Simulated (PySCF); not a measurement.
# Electric field gradients and quadrupole coupling constants

C₅H₆NO₂S (charge -1).
Structure used (GFN2-xTB), in Å, numbered top down from 1:
```
atom  x, y, z in Å
C1    -2.2429    0.2453    0.7834
S2    -1.3765   -0.3261   -0.7287
O3    -1.6917   -1.7381   -0.9097
O4    -1.8399    0.5281   -1.8149
C5     0.3101   -0.0857   -0.3379
C6     1.4346   -0.7121   -0.8512
C7     2.5083   -0.1404   -0.1620
C8     1.9497    0.7820    0.7123
N9     0.6116    0.8240    0.6149
H10   -2.3441   -0.6003    1.4503
H11   -1.5866    0.9993    1.2003
H12   -3.2054    0.6507    0.5015
H13    1.4525   -1.4693   -1.6146
H14    3.5555   -0.3698   -0.2839
H15    2.4604    1.4205    1.4183
```

Field gradients from the PBE0/pcSseg-1 density (PySCF, non-relativistic), principal values in atomic units, ordered |Vxx| ≤ |Vyy| ≤ |Vzz|:

```json
{"atom": "S2", "Vxx": "0.0167", "Vyy": "0.2375", "Vzz": "-0.2542"}
{"atom": "O3", "Vxx": "-0.6610", "Vyy": "-0.8020", "Vzz": "1.4630"}
{"atom": "O4", "Vxx": "-0.6382", "Vyy": "-0.8008", "Vzz": "1.4389"}
{"atom": "N9", "Vxx": "0.3254", "Vyy": "0.4863", "Vzz": "-0.8117"}
```

Question: Find the asymmetry η = (Vxx − Vyy)/Vzz and the couplings χ = eQV/h (234.96 MHz × Q in barn × V in au), with Q(33S) = −0.0678 b, Q(17O) = −0.0256 b, Q(14N) = 0.02044 b.

Answer: 
```json
{"atom": "S2", "environment": "sulfonyl sulfur", "nucleus": "33S", "η": "0.87", "χzz (MHz)": "4.050", "χxx (MHz)": "-0.267", "χyy (MHz)": "-3.783"}
{"atom": "O3", "environment": "sulfonyl oxygen", "nucleus": "17O", "η": "0.10", "χzz (MHz)": "-8.80", "χxx (MHz)": "3.98", "χyy (MHz)": "4.82"}
{"atom": "O4", "environment": "sulfonyl oxygen", "nucleus": "17O", "η": "0.11", "χzz (MHz)": "-8.66", "χxx (MHz)": "3.84", "χyy (MHz)": "4.82"}
{"atom": "N9", "environment": "two-coordinate ring nitrogen", "nucleus": "14N", "η": "0.20", "χzz (MHz)": "-3.898", "χxx (MHz)": "1.563", "χyy (MHz)": "2.336"}
```

The tensor is traceless: Vxx + Vyy + Vzz = 0.

Question: What is Vzz at N9 in SI units (1 au = 9.71736 × 10²¹ V/m²)?

Answer: -0.8117 au = -7.888 × 10²¹ V/m².

Question: And the gradient at the other heavy atoms, for which no coupling is worked out here?

Answer: 
```csv
atom,environment,Vzz (au),η
C1,S-methyl carbon,0.228,0.43
C5,substituted aromatic carbon,0.218,0.08
C6,aromatic CH carbon,0.115,0.40
C7,aromatic CH carbon,0.103,0.97
C8,aromatic CH next to a ring nitrogen,-0.114,0.56
```

Were the hydrogens deuterons (Q(2H) = 0.00286 b), χzz would run from 205 kHz (H11) to 235 kHz (H13).

Isolated species at its GFN2-xTB geometry (one conformer only). The pcSseg-1 basis has no diffuse functions, a weakness for an anion. GFN2-xTB bond lengths can be off by several hundredths of an ångström, more for odd bonds, and the gradients follow them. With so small a basis the couplings can be 20 % off.
